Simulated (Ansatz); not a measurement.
Single points on the cluster Al₂Sb₂⁻.

```yaml
crystal:
  periodic: [false, false, false]
  atoms:
    - {symbol: Al, position_ang: [0.443841, 2.222386, 1.122583]}
    - {symbol: Al, position_ang: [-0.443368, -2.222292, -1.122948]}
    - {symbol: Sb, position_ang: [1.305881, -0.131462, -0.255691]}
    - {symbol: Sb, position_ang: [-1.306355, 0.131368, 0.256056]}
basis:
  gaussian: {orbitals: def2-TZVPD, initial_orbitals: start.molden}
total_charge: -1
magnetization: {spin_polarized: true, initial_magnetization: 1}
hamiltonian: {xc: r2scan, dispersion: d4}
scf: {omitted_lower_state_checks: [starts]}
output: {orbitals: {seedname: orbitals}}
```

The file start.molden holds the orbitals of an earlier run on this structure, at another level or in another basis.

```sh
$ ansatz run in.yaml --threads 4 --pin off --events-out ev --progress --plain --max-ram 4787MiB
```

It prints (some lines left out):

```
Functional definition: r2SCAN
1354 factors; their error is unknown
mean field evaluation 1: about -26276.0921 eV, gradient 5.0e0 eV
mean field evaluation 2: about -26276.1450 eV, gradient 7.9e-2 eV
mean field evaluation 4: about -26276.1381 eV, gradient 2.7e-4 eV
mean field -26276.13806081 eV, -965.6302631286 hartree, gradient 1.6e-5 eV, S^2 0.766188; 0 other end points of the search recorded, 0 dependent functions left out
reference -26276.13808636 eV, -965.6302640677 hartree; 37, 36 occupied and 161, 162 virtual orbitals, 1354 factors
Total energy: -26276.18504997 eV, -965.6319899485 hartree
Checks for a lower state left out: starts
```

Hardware: 4 threads of Arm Neoverse V1 on a shared host. Wall time 12 s.

The first input with `hamiltonian: {xc: pbe, dispersion: d4}` (abridged; 4.1 s):

```
Functional definition: PBE
mean field -26265.22591150 eV, -965.2292490380 hartree, gradient 1.9e-5 eV, S^2 0.756598
Total energy: -26265.49177720 eV, -965.2390194222 hartree
Checks for a lower state left out: starts
```

First input, but with `gaussian: {orbitals: def2-TZVPD}`, `hamiltonian: {xc: pbe0, dispersion: d4}` (abridged; 9 s):

```
Functional definition: PBE0
mean field evaluation 16: about -26266.8108 eV, gradient 8.0e-5 eV
mean field -26266.81079762 eV, -965.2874925287 hartree, gradient 1.0e-5 eV, S^2 0.763531
Total energy: -26267.03897791 eV, -965.2958779998 hartree
Checks for a lower state left out: starts
```

Geometry: r2SCAN-D4/def2-SVP, that of the neutral singlet.

In the def2 sets Sb takes a core potential; there is no spin–orbit coupling. At r2SCAN-D4/def2-TZVPD, PBE-D4/def2-TZVPD the highest occupied level of the charge -1 doublet lies above zero (up to 0.30 eV). By energy differences its removal costs 1.82 eV (vertical, to the charge 0 singlet, at PBE-D4/def2-TZVPD); a positive level beside a positive removal energy at the same level points to self-interaction error. The structure comes from a short search, and lower isomers may exist.
